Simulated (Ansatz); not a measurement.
All numbers were calculated with Ansatz.

A structure relaxed at PBE0-D4/def2-TZVP, charge 0, multiplicity 1:

```csv
atom,x (Å),y (Å),z (Å)
C1,-0.171,0.425,1.542
B2,0.701,0.158,0.229
C3,1.556,1.395,-0.313
Cl4,1.782,-1.385,0.411
N5,-0.310,-0.298,-1.012
Si6,-1.590,-1.501,-0.583
H7,-0.731,-0.445,1.902
H8,0.494,0.714,2.361
H9,-0.883,1.250,1.409
H10,0.932,2.280,-0.492
H11,2.307,1.687,0.426
H12,2.098,1.174,-1.239
H13,0.308,-0.659,-1.737
H14,-0.732,0.550,-1.387
H15,-2.702,-0.716,-0.006
H16,-2.021,-2.130,-1.856
H17,-1.037,-2.498,0.346
```

Q: Give its formula and SMILES.

A: C2H11BClNSi, `C[B-](C)(Cl)[NH2+][SiH3]`.

Q: Point group (tolerance 0.08 Å, 0.16 Å for H)?

A: C1.

Q: Summarise the bond lengths by kind.

A: 2 × B–C 1.598 to 1.599 Å; 6 × C–H 1.093 to 1.098 Å; 1 × B–Cl 1.892 Å; 1 × B–N 1.664 Å; 1 × N–Si 1.808 Å; 2 × H–N 1.018 to 1.019 Å; 3 × H–Si 1.471 to 1.484 Å.
